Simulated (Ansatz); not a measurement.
Stepwise reaction of `CB(N)N` with hydrogen sulfide, as a gas-phase model of exchange steps in deposition or etching. ΔE in kJ/mol.

Calculated with Ansatz (gas phase, PBE0-D4/def2-TZVP geometries, no zero-point term in ΔE). CCSD(T)/CBS adds triple-zeta CCSD(T) − MP2 to the extrapolated MP2 energy (def2 sets, frozen cores). This one scheme is used for every species. DFT in def2-TZVPP. B3LYP here is the variant with VWN-RPA as its local correlation; programs differ in this. Each species was taken in one conformer, which may not be the lowest.

| step | reaction | PBE-D4 | B3LYP-D4 | ωB97M-V | CCSD(T)/CBS |
| --- | --- | --- | --- | --- | --- |
| 1 | `CB(N)N` + H₂S → `CB(N)S` + NH₃ | 15.7 | 23.7 | 24.1 | 20.5 |

(1) Give the row of step 2, `CB(N)S` + H₂S → `CB(S)S` + NH₃. (Estimate.)

(2) By hand: ΔE of the 2 steps together at CCSD(T)/CBS.

Results:

(1) The calculation gave: 
```tsv
step	reaction	PBE-D4	B3LYP-D4	ωB97M-V	CCSD(T)/CBS
2	`CB(N)S` + H₂S → `CB(S)S` + NH₃	27.5	36.3	37.5	32.6
```

(2) (20.5) + (32.6) = 53.1 kJ/mol, or 26.6 kJ/mol a step.

In ΔE each step is higher than the one before. All are uphill at CCSD(T)/CBS. PBE-D4 differs from CCSD(T)/CBS by -5.1 to -4.8 kJ/mol a step. Isolated molecules leave out the surface, adducts and barriers. Largest T1 diagnostic: 0.013.
